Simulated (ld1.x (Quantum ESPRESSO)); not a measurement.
selenium: one change to an RRKJ potential, before and after

```json
{"Element": "Se", "Generator": "ld1.x (Quantum ESPRESSO) 7.5", "Type": "norm-conserving RRKJ (Kleinman–Bylander form)", "Functional": "PBE", "Relativity": "scalar-relativistic", "Frozen core": "[Ar] 3d10", "Valence charge": "6", "Reference configuration": "4s1.5 4p4.5", "Partial waves": "4p (bound): rc 1.45 bohr; 4s (bound): rc 1.25 bohr", "Local potential": "the s channel", "Core correction": "Bessel-smoothed model core inside 0.80 bohr"}
```

Change: reference 4s2 4p4.

Cutoffs: the cutoffs (Ry, on a coarse ladder) from which the occupation-weighted sum of valence levels, in a spherical-Bessel basis at the reference potential, stays within 10 and 1 mRy of its value at 400 Ry; they do not see the model core or the augmentation charge, which bear on the density cutoff. Errors are all-electron minus pseudo energies relative to the spin-unpolarised reference configuration.

Question: What does the change do?

Answer: The potential gets harder (45 Ry and 100 Ry → 50 Ry and 110 Ry); both files keep a bound ghost (p).

```tsv
quantity	base	changed
cutoff, loose	45 Ry	50 Ry
cutoff, tight	100 Ry	110 Ry
bound ghosts	p	p
largest error over its own tests, meV	-50	-123
s: phases at 1.60 bohr within 0.05 rad from the reference energy up to (Ry; the scan ends near 5)	4.5	4.5
p: phases at 1.60 bohr within 0.05 rad from the reference energy up to (Ry; the scan ends near 5)	to the end of the scan	to the end of the scan
```

 A true bound ghost makes a file unfit for plane-wave use even where its test errors are small: the radial tests pick states by their node count and pass the ghost by.
